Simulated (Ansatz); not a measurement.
Cartesian coordinates (Å):
```xyz
15

C     -2.2236     0.2033     0.4291
C     -1.2707    -0.4140    -0.2550
C     -0.1625     0.2574    -0.9949
C      1.2236    -0.1411    -0.4867
C      1.4927     0.3140     0.9369
H     -3.0013    -0.3467     0.9462
H     -2.2609     1.2868     0.4918
H     -1.2684    -1.5035    -0.2873
H     -0.2350    -0.0055    -2.0571
H     -0.2828     1.3442    -0.9289
H      1.9784     0.2798    -1.1585
H      1.3294    -1.2300    -0.5538
H      0.7624    -0.1070     1.6317
H      2.4885     0.0123     1.2693
H      1.4303     1.4032     1.0172
```
Charge 0, spin multiplicity 1.

These are frozen-core CCSD(T)/cc-pVTZ // PBE0-D4/def2-TZVP in Ansatz (a first-principles code) values and carry that method's errors.

```yaml
HF energy: -195.21067 Ha
MP2 correlation energy: -0.85934 Ha
```

**Question.** Estimate the CCSD correlation energy, the (T) correction, the total energy and the T1 diagnostic.

**Answer.** 
The CCSD correlation energy is -0.91286 Ha and the (T) correction comes out as -0.03775 Ha. The CCSD(T) total energy comes out as -196.16129 Ha and the T1 diagnostic is 0.009.
